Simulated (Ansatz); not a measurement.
`C[SiH](F)F` + HBr → `C[SiH](F)Br` + H–F at 298.15 K and 1 bar (ligand exchange at the Si–F bond).

Computed with Ansatz on PBE0-D4/def2-TZVP structures; ΔE is electronic, products minus reactants. CBS: MP2 limit from def2 TZ/QZ plus the TZ coupled-cluster correction, frozen cores. This one scheme is used for every species. For Br outer-core shells are correlated without core-valence functions, which leaves a few kJ/mol of doubt a bond. Scalar relativity is left out up to krypton.

```
      species  CCSD(T)/CBS energy (Eh)  H − E (kJ/mol)  S (J/(mol·K))
 `C[SiH](F)F`               -529.27654           151.6          306.4
          HBr              -2573.91920            24.6          198.6
`C[SiH](F)Br`              -3002.78099           148.5          329.8
          H–F               -100.39570            33.5          173.6
```

H − E and S are ideal-gas, rigid-rotor, harmonic terms from PBE0-D4/def2-TZVP, for one conformer and one mirror image of each species. 1 Eh = 2625.50 kJ/mol, R = 8.31446 J/(mol·K).

**Question.** By hand: ΔE, ΔH, ΔS and ΔG.

**Answer.** ΔE = (-3002.78099) + (-100.39570) − (-529.27654) − (-2573.91920) = 0.01905 Eh = 50.0 kJ/mol. Δ(H − E) = 148.5 + 33.5 − 151.6 − 24.6 = 5.8, so ΔH = 55.8 kJ/mol. ΔS = 329.8 + 173.6 − 306.4 − 198.6 = -1.6 J/(mol·K). ΔG = 55.8 − 298.15 × (-1.6)/1000 = 56.3 kJ/mol.

**Question.** By hand: the equilibrium constant, and the temperature at which ΔG would vanish if ΔH and ΔS stayed fixed.

**Answer.** log₁₀ K = −ΔG/(RT ln 10) = -9.9. ΔH and −TΔS have one sign here, so there is no such temperature. One of them is within its doubt of zero, so this could turn.

The number of gas molecules stays the same, so ΔS is small and ΔH decides. A doubt of 5 kJ/mol in ΔE shifts log₁₀ K by 0.9 here. Other conformers and mirror images would add mixing entropy, several J/(mol·K) or more a flexible species. These are equilibria of isolated gas molecules and say nothing of rates. Largest T1 diagnostic: 0.011 (customary marks: 0.02 for closed shells, 0.045 for open ones).
